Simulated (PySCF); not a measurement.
# Orbital energies and ionisation energy

Species: pentafluoroethane, C₂HF₅.
Z-matrix (Å and degrees, PBE0-D3(BJ)/def2-SVP geometry), rows numbered from 1:
```
F 
C   1  1.3387
F   2  1.3382  1  109.39
C   2  1.5299  1  108.88  3  -118.89
F   4  1.3240  2  111.36  1    60.48
F   4  1.3295  2  109.63  1  -179.05
F   4  1.3286  2  109.46  1   -60.01
H   2  1.1040  1  109.82  3   120.48
```

Level: B3LYP/def2-SVPD (PySCF). Frontier orbitals with their largest atomic shares (Löwdin; up to four atoms above 4 %):

```csv
orbital,ε (eV),main atoms
HOMO−3,-12.28,"F5 32 %, F7 19 %, F6 19 %, F3 15 %"
HOMO−2,-12.23,"F3 27 %, F1 27 %, C2 14 %, F6 9 %"
HOMO−1,-12.16,"F1 26 %, F3 26 %, F7 20 %, F6 20 %"
HOMO,-10.48,?
LUMO,0.22,"C2 31 %, H8 21 %, C4 13 %, F3 9 %"
LUMO+1,0.88,"F1 17 %, F3 17 %, F7 14 %, F6 14 %"
LUMO+2,1.08,"F6 21 %, F7 20 %, C4 13 %, H8 11 %"
```

Question: What vertical ionisation energy does ΔSCF give, and how far is −ε(HOMO) from it?

Answer: ΔSCF: 13.23 eV (1276 kJ/mol; threshold wavelength 93.7 nm); ⟨S²⟩ of the doublet left behind is 0.752, against 0.75 for a pure doublet. −ε(HOMO) is 10.48 eV, 2.75 eV below it. For the exact functional −ε(HOMO) would equal the first vertical ionisation energy; B3LYP (global hybrid, 20 % exact exchange) falls short of its own ΔSCF value by 21 %.

Question: On which atoms does the HOMO lie?

Answer: F3 (fluorine of a CF2 group) 20 %, F1 (fluorine of a CF2 group) 20 %, C2 (CHF2 carbon) 19 %, C4 (CF3 carbon) 12 %, so no atom holds as much as 40 %. The HOMO−1 lies 1.68 eV lower.

Question: How many of the 10 lowest singlet excitations (vertical TDDFT, same level) lie below the ionisation energy?

Answer: All 10; they run from 9.61 to 11.90 eV.

Question: With α = 31.1 au, estimate the like-pair dispersion coefficient by London's formula C6 = (3/4)α²I.

Answer: I = 0.4862 Eh, so C6 ≈ 354 au, a rough estimate.

Isolated species at its PBE0-D3(BJ)/def2-SVP geometry, gas phase.
